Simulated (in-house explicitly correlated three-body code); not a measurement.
Computed with an exponentially correlated three-body code. Model: two electrons around a point charge, non-relativistic, variational in 260 exponentially correlated functions (energies converged to about 1e-7 hartree, or 1e-8 relative for large Z).

Command:
```bash
python run_hyl.py task.json out
```
Settings (lengths in bohr, energies in hartree):
```
Z                      6
nuclear_mass           206.7683
interaction_strength   1
functions              260
states_tried           13
```

Cost of the run: 27 s on 1 thread of Intel(R) Xeon(R) Platinum 8375C CPU @ 2.90GHz (Ice Lake), with other jobs on the host.

**Those bound S and P states to n = 4 that converged, binding against the one-electron ion.**

Given: nuclear charge 6; mass of the centre 206.77 electron masses.

Computed: one-electron threshold -17.913365 hartree.

| term | energy (hartree) | binding (eV) |
| --- | --- | --- |
| 1 1S | -32.2471326 | 390.04 |
| 2 3S | ? | ? |
| 2 3P | -21.1291426 | 87.506 |
| 2 1S | -21.1196693 | 87.248 |
| 2 1P | -20.9830744 | 83.531 |
| 3 3S | ? | ? |
| 3 3P | -19.3255686 | 38.428 |
| 3 1S | -19.324295 | 38.393 |
| 3 1P | -19.284951 | 37.323 |
| 4 3S | -18.7241738 | 22.063 |
| 4 3P | -18.7033129 | 21.496 |
| 4 1S | -18.7029996 | 21.487 |
| 4 1P | -18.6865809 | 21.04 |

Task: What belongs in the row 2 3S?

Result: energy (hartree): -21.3174407; binding (eV): 92.63.

Task: What belongs in the row 3 3S?

Result: energy (hartree): -19.376641; binding (eV): 39.818.

**Converged states only, values per electron or pair.**

| term | mean r (bohr) | mean r squared (bohr²) | mean inverse r (1/bohr) | mean r12 (bohr) | mean inverse r12 (1/bohr) | mean cosine | mean p1 dot p2 (bohr⁻²) | delta r1 (bohr⁻³) | delta r12 (bohr⁻³) |
| --- | --- | --- | --- | --- | --- | --- | --- | --- | --- |
| 1 1S | 0.26811 | 0.096685 | 5.6599 | 0.39687 | 3.4251 | -0.020203 | 0.62018 | 60.556 | 6.0645 |
| 2 3S | 0.68037 | 0.75887 | 3.6383 | 1.15 | 1.0251 | -0.0062173 | 0.040161 | 36.986 | - |
| 2 3P | 0.60865 | 0.60345 | 3.6213 | 1.0218 | 1.1969 | -0.068028 | -1.9988 | 33.504 | - |
| 2 1S | 0.71103 | 0.84147 | 3.6167 | 1.2003 | 1.1612 | -0.0097968 | 0.027147 | 36.708 | 0.97344 |
| 2 1P | 0.63553 | 0.66557 | 3.6012 | 1.0423 | 1.2482 | 0.038994 | 1.7869 | 33.972 | 0.226 |
| 3 3S | 1.4094 | 3.784 | 3.2706 | 2.5844 | 0.49409 | -0.0019142 | 0.0064188 | 34.763 | - |
| 3 3P | 1.3534 | 3.5168 | 3.2658 | 2.4759 | 0.5382 | -0.016626 | -0.4789 | 33.791 | - |
| 3 1S | ? | ? | ? | ? | ? | ? | ? | ? | ? |
| 3 1P | ? | ? | ? | ? | ? | ? | ? | ? | ? |
| 4 3S | 2.4399 | 12.09 | 3.1446 | 4.6378 | 0.28715 | -0.00076532 | 0.00066152 | 34.247 | - |
| 4 3P | 2.3992 | 11.77 | 3.1426 | 4.5577 | 0.30477 | -0.0065285 | -0.18905 | 33.847 | - |
| 4 1S | 2.5 | 12.729 | 3.1423 | 4.7569 | 0.30163 | -0.0012246 | 0.00028269 | 34.227 | 0.11927 |
| 4 1P | 2.4493 | 12.293 | 3.1405 | 4.6551 | 0.31225 | 0.0040557 | 0.18767 | 33.887 | 0.03265 |

Task: What belongs in the row 3 1S?

Result: mean r (bohr): 1.4545; mean r squared (bohr²): 4.0547; mean inverse r (1/bohr): 3.2649; mean r12 (bohr): 2.6719; mean inverse r12 (1/bohr): 0.53013; mean cosine: -0.0029817; mean p1 dot p2 (bohr⁻²): 0.0047172; delta r1 (bohr⁻³): 34.705; delta r12 (bohr⁻³): 0.28503.

Task: What belongs in the row 3 1P?

Result: mean r (bohr): 1.3914; mean r squared (bohr²): 3.7342; mean inverse r (1/bohr): 3.2605; mean r12 (bohr): 2.5441; mean inverse r12 (1/bohr): 0.5555; mean cosine: 0.010015; mean p1 dot p2 (bohr⁻²): 0.46745; delta r1 (bohr⁻³): 33.897; delta r12 (bohr⁻³): 0.074812.
